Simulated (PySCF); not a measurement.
Match the calculated data to a structure.

All candidates are C5H4OS.

| technique | computed result |
| --- | --- |
| UV, strongest line | among the 8 lowest singlet transitions: S3 at 5.08 eV (244 nm, f = 0.300) [TDDFT CAM-B3LYP/def2-SVPD] |
| NMR, other nuclei | isotropic shieldings of nuclei other than C and H, by class: -260 (1 O), 381 (1 S) ppm [GIAO PBE0/pcSseg-1] |
| 13C NMR | chemical shifts (computed TMS as zero) by class: 178.9 (1 C), 142.5 (2 C), 139.6 (2 C) ppm [GIAO PBE0/pcSseg-1] |
| 1H NMR | chemical shifts (computed TMS as zero) by class: 7.46 (2 H), 7.10 (2 H) ppm [GIAO PBE0/pcSseg-1] |
| UV, first state | lowest singlet excitation: 3.98 eV (311 nm, f = 0.000) [TDDFT CAM-B3LYP/def2-SVPD] |
| Rotational structure | rotational constants A, B, C: 5.066, 1.912, 1.388 GHz [GFN2-xTB] |
| Polarisability | 79.8 au [CAM-B3LYP/def2-SVPD] |
| Triplet | lowest triplet excitation (Tamm–Dancoff): 3.24 eV [TDA CAM-B3LYP/def2-SVPD] |
| Dipole | 4.16 D [CAM-B3LYP/def2-SVPD] |

Gas-phase values; electronic properties from PySCF, density fitting. Levels stand in brackets. Geometry: GFN2-xTB; no solvent, vibrations or thermal averaging. Each NMR value is the plain mean over a class of atoms that symmetry, rotation or inversion makes alike.

Task: Which candidate is it?
A. `O=c1ccscc1` (4H-thiopyran-4-one)
B. `S=c1ccocc1` (4H-pyran-4-thione)
C. `O=Cc1cccs1` (2-thiophenecarboxaldehyde)

Result: A. It is `O=c1ccscc1`. Numbering: `[O:1]=[c:2]1[cH:3][cH:4][s:5][cH:6][cH:7]1`. Its formula, C5H4OS, gives 4 degrees of unsaturation: 1 ring and 3 π bonds in the structure found (Kekulé form). 5 carbons fall into 3 classes; from least to most shielded: ring carbonyl carbon [C2] (178.9 ppm), unsaturated ring CH carbon [C4/C6] (142.5 ppm, 2 C), unsaturated ring CH carbon [C3/C7] (139.6 ppm, 2 C). Hydrogen classes from least to most shielded: 2 H on 2 unsaturated ring CH carbons, C4/C6 (7.46 ppm), 2 H on 2 unsaturated ring CH carbons, C3/C7 (7.10 ppm). The other shieldings belong to: -260 ppm, carbonyl oxygen [O1]; 381 ppm, ring sulfur [S5]. S1 is mainly HOMO−1→LUMO (weight 0.96); the largest Löwdin shares of the orbital it empties are 0.67 on the carbonyl oxygen, 0.12 on the ring carbonyl carbon and 0.07 on each of 2 atoms of one kind (unsaturated ring CH carbon), of the orbital it fills 0.20 on the carbonyl oxygen, 0.18 on the ring carbonyl carbon and 0.15 on each of 2 atoms of one kind (unsaturated ring CH carbon). The optimised geometry has point group C2v and is an asymmetric top.

The others, at the same levels:
- `S=c1ccocc1` fails: its computed 13C shifts are 211.1 (1 C), 151.7 (2 C), 136.4 (2 C) ppm, lowest singlet excitation is 2.54 eV (488 nm, f = 0.000) (against 3.98 eV) and lowest triplet excitation (Tamm–Dancoff) is 2.19 eV (against 3.24 eV).
- `O=Cc1cccs1` fails: it has 5 carbon classes against 3; its computed 13C shifts are 183.8 (1 C), 152.8 (1 C), 144.0 (1 C), 135.9 (1 C), 133.4 (1 C) ppm, 1H shifts are 9.94 (1 H), 8.27 (1 H), 7.63 (1 H), 7.45 (1 H) ppm and smallest rotational constant is 1.329 GHz (against 1.388 GHz).

Each candidate is one conformer, not necessarily the lowest. Dipoles, sizes and rotational constants follow the conformer. The torsions of the flexible species, by atom-mapped SMILES:
- `[O:1]=[CH:2][c:3]1[cH:4][cH:5][cH:6][s:7]1`: O1–C2–C3–C4 0°
